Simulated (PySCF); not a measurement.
A GIAO shielding run with PySCF (density fitting, non-relativistic, gas phase) on `N(=C=S)c1ccccc1`, C₇H₅NS:

```
$ OMP_NUM_THREADS=2 python probes_run.py task.json out

{"job": {"kind": "nmr", "xc": "wB97X-D", "basis": "pcSseg-2", "pop": false}, "charge": 0, "multiplicity": 1}
S      4.660992     0.425107     0.214733
C      3.154973    -0.016491     0.224302
N      2.039027    -0.423239     0.252322
C      0.687124    -0.221265     0.105111
C     -0.187359    -1.282863     0.317091
C     -1.549613    -1.087122     0.170401
C     -2.046054     0.158717    -0.185520
C     -1.169728     1.214910    -0.395294
C      0.194247     1.033551    -0.253334
H      0.214914    -2.249203     0.593781
H     -2.228340    -1.915301     0.335964
H     -3.113095     0.307133    -0.298987
H     -1.550526     2.190542    -0.673428
H      0.886893     1.850672    -0.414440
```

Hardware: 2 threads of an Intel Xeon, shared host. The job also computes ring-centre shieldings.

Q: How large is the calculation?

A: 70 electrons, 401 basis functions and 1091 auxiliary functions.

Q: How long does it take, and how much memory does it need?

A: 4.2 min of wall time, with 15 SCF cycles and 7 response iterations; peak memory 2.7 GiB. Times on a shared host scatter by some tens of per cent.

Q: And these other runs on the same molecule and hardware: GIAO shielding at B97-2/pcSseg-2; GIAO shielding at KT3/pcSseg-2; GIAO shielding at PBE0/pcSseg-2?

A: B97-2/pcSseg-2: 401 functions, 3.5 min; KT3/pcSseg-2: 401 functions, 3.3 min; PBE0/pcSseg-2: 401 functions, 4 min.
